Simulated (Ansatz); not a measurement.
Start from `O[SiH](O)[O][AlH2]` and change one atom or group to get `O[SiH](O)O`.

Ansatz, PBE0-D4/def2-TZVP geometries, multiplicity 1. Each molecule was computed in one conformer, which needn't be the lowest.

```tsv
property	`O[SiH](O)[O][AlH2]`
HOMO energy (ωB97M-V/def2-TZVPP) / eV	-10.62
HOMO energy (PBE/def2-TZVPP) / eV	-7.00
LUMO energy (PBE0/def2-TZVPP) / eV	-1.19
HOMO energy (PBE0/def2-TZVPP) / eV	-8.38
HOMO–LUMO gap (PBE/def2-TZVPP) / eV	5.04
HOMO–LUMO gap (B3LYP/def2-TZVPP) / eV	6.76
```

**Question.** What does the change do to each property? (Estimate.)

**Answer.** Ansatz gave: 
```
                             property  `O[SiH](O)O`  shift
HOMO energy (ωB97M-V/def2-TZVPP) / eV        -11.44  -0.82
    HOMO energy (PBE/def2-TZVPP) / eV         -7.43  -0.43
   LUMO energy (PBE0/def2-TZVPP) / eV          0.76   1.95
   HOMO energy (PBE0/def2-TZVPP) / eV         -9.06  -0.68
  HOMO–LUMO gap (PBE/def2-TZVPP) / eV          7.31   2.27
HOMO–LUMO gap (B3LYP/def2-TZVPP) / eV          9.19   2.43
```

With PBE0 the HOMO falls by 0.68 eV and the LUMO rises by 1.95 eV, so the gap widens by about 2.63 eV. PBE moves the HOMO by -0.43 eV and ωB97M-V by -0.82 eV.

B3LYP here is the variant with VWN-RPA as its local correlation; programs differ in this.
